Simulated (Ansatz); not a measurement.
Consider the cleavage of the Si–Si bond: `FC[SiH2][SiH2]F` + `C[SiH2]O` → `C[SiH2]O[SiH2]F` + `FC[SiH3]`.

Computed with Ansatz on PBE0-D4/def2-TZVP structures; ΔE is electronic, products minus reactants. CBS: MP2 limit from def2 TZ/QZ plus the TZ coupled-cluster correction, frozen cores. This one scheme is used for every species. Functionals use def2-TZVPP. Each species was taken in one conformer, which may not be the lowest.

```tsv
level	ΔE (kcal/mol)
B97M-V	-33.1
r2SCAN	-32.7
BHLYP	-36.8
RPA@PBE/def2-TZVPP	-34.4
HF/def2-SVP	-38.3
MP2/def2-SVP	-35.5
CCSD/def2-SVP	-34.5
CCSD(T)/def2-SVP	-33.9
```

(1) What does CCSD(T)/CBS give? (Best estimate.)

Largest T1 diagnostic among the species: 0.012.

Answers

(1) The calculation gave: -34.3 kcal/mol. The listed levels differ from it by 1.2, 1.6, -2.5, -0.1, -4.0, -1.2, -0.2, 0.4 kcal/mol.

In def2-TZVPP, CCSD(T) changes the Hartree–Fock value by +5.8 kcal/mol (the triples alone add +0.8 kcal/mol) and MP2 by +4.2 kcal/mol. Leaving LDA and LC-ωPBE aside and taking each functional with its dispersion term where it has one, the values, not all of them listed here, spread over 9.2 kcal/mol, from BHLYP-D4 to PBE-D4. LDA lies −1.4 kcal/mol from PBE without D4. From r2SCAN to r2SCAN0 (25 % exact exchange), in def2-TZVPP and without D4, ΔE moves by −1.0 kcal/mol.
